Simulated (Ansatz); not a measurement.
Reaction (redistribution): `O[SiH](O)S` + `C[SiH](N)[SiH2]N` → `C[SiH](O)S` + `N[SiH2][SiH](N)O`

Computed with Ansatz on PBE0-D4/def2-TZVP structures; ΔE is electronic, products minus reactants. CCSD(T)/CBS adds triple-zeta CCSD(T) − MP2 to the extrapolated MP2 energy (def2 sets, frozen cores). DFT in def2-TZVPP. B3LYP here is the variant with VWN-RPA as its local correlation; programs differ in this. Each species was taken in one conformer, which may not be the lowest.

**Question.** Is it downhill or uphill in electronic energy at CCSD(T)/CBS, and by how much? (An estimate is asked.)

**Answer.** Computed: Nearly level: ΔE = -0.4 kcal/mol.

**Question.** What do these levels give: PBE-D4, r2SCAN-D4, PBE0-D4, ωB97X-V, B2PLYP, PBE, r2SCAN, B3LYP, HF/def2-TZVPP, SCS-MP2/def2-TZVPP, CCSD/def2-TZVPP, HF/CBS(def2)? (Best estimate.)

**Answer.** Ansatz gave: PBE-D4 -0.9, r2SCAN-D4 -0.5, PBE0-D4 -0.5, ωB97X-V -0.6, B2PLYP -0.7, PBE -1.1, r2SCAN -0.5, B3LYP -0.9, HF/def2-TZVPP 0.0, SCS-MP2/def2-TZVPP -0.3, CCSD/def2-TZVPP -0.2, HF/CBS(def2) -0.1 kcal/mol.

Largest T1 diagnostic among the species: 0.012.
